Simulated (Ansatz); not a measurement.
Two isomers of C3H8BNO: A = `BC(O)C(=C)N`, B = `C=C(N)B(C)O`.

Gas-phase electronic energies from Ansatz, PBE0-D4/def2-TZVP geometries. CBS: MP2 limit from def2 TZ/QZ plus the TZ coupled-cluster correction, frozen cores. DFT in def2-TZVPP. B3LYP here is the variant with VWN-RPA as its local correlation; programs differ in this. Each species was taken in one conformer, which may not be the lowest.

Question: Which is lower in electronic energy at CCSD(T)/CBS, and by how much? (An estimate is asked.)

Answer: Ansatz gave: B, by 277.8 kJ/mol.

Question: Give E(B) − E(A) in kJ/mol with B2PLYP, MP2/def2-TZVPP, r2SCAN-D4, B3LYP, CCSD(T)/def2-TZVPP, PBE-D4, PBE0-D4. (An estimate is asked.)

Answer: Computed: B2PLYP -280.7, MP2/def2-TZVPP -280.9, r2SCAN-D4 -283.6, B3LYP -280.6, CCSD(T)/def2-TZVPP -276.4, PBE-D4 -278.7, PBE0-D4 -278.8. None reverses the order clearly.

Largest T1 diagnostic: 0.013.

In def2-TZVPP, CCSD(T) changes the Hartree–Fock value by −7.9 kJ/mol (the triples alone add −1.0 kJ/mol) and MP2 by −12.3 kJ/mol.
